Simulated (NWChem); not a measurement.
Species: SiH$_{4}$SO; SMILES O[SiH2]S

```xyz
7

Si    -0.5442     0.5634     0.0022
O      0.6628     1.7047     0.0206
S      0.1850    -1.4538    -0.0425
H     -1.3325     0.8321     1.2310
H     -1.3901     0.6349    -1.2244
H      1.3051     1.6612    -0.6948
H      0.7734    -1.3927     1.1729
```
Atoms are numbered in this order, from 1.

Program: NWChem. Medium grid unless said otherwise, to which SCAN and Minnesota functionals are sensitive. Geometry: optimised at PBE0/def2-SVP. Hybrids' shares of exact exchange are those that their runs print; pure functionals count as 0. The functionals differ in more than this share.

```
row                 share of exact exchange  orbital gap (eV)
------------------  -----------------------  ----------------
PBE/def2-SVP                           0.00              6.16
KT2/def2-SVP                           0.00              6.14
TPSSh/def2-SVP                         0.10          withheld
B3LYP/def2-SVP                         0.20              7.83
M06/def2-SVP                           0.27              8.21
BHandHLYP/def2-SVP                     0.50             10.40
```

Fit a straight line of the last column on the one before it, predict the withheld value, and compare with the run.


1. Means of the 5 shown rows: x = 0.194, y = 7.748. Slope Σ(x − x̄)(y − ȳ)/Σ(x − x̄)² = 1.467/0.1747 = 8.397; intercept 6.119.
2. The shown rows scatter about the line by 0.091 (root mean square); the largest residual is -0.18, at M06/def2-SVP.
3. At x = 0.10 (TPSSh/def2-SVP; inside the shown range) the line gives 6.96.
4. The run gives 7.39, +0.43 from the line, 4.8 times the scatter.
